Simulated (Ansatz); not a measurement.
`OC[SiH](F)CF` + CH₄ → `C[SiH](F)CF` + CH₃OH  (formal exchange of groups at the Si–C bond)

Computed with Ansatz on PBE0-D4/def2-TZVP structures; ΔE is electronic, products minus reactants. CCSD(T)/CBS is the MP2 limit (def2-TZVPP, def2-QZVPP) plus CCSD(T) − MP2 in def2-TZVPP, frozen cores. This one scheme is used for every species. Functionals use def2-TZVPP. Each species was taken in one conformer, which may not be the lowest.

```tsv
level	ΔE (kcal/mol)
B2PLYP	-3.3
MP2/CBS(def2)	-3.7
```

What does CCSD(T)/CBS give? (Best estimate.)

Ansatz gave: -3.4 kcal/mol. The listed levels differ from it by 0.1, -0.3 kcal/mol.

Largest T1 diagnostic among the species: 0.011.

From PBE to PBE0 (25 % exact exchange), in def2-TZVPP and without D4, ΔE moves by −0.9 kcal/mol. In def2-TZVPP, CCSD(T) changes the Hartree–Fock value by +1.8 kcal/mol (the triples alone add +0.4 kcal/mol) and MP2 by +1.5 kcal/mol.
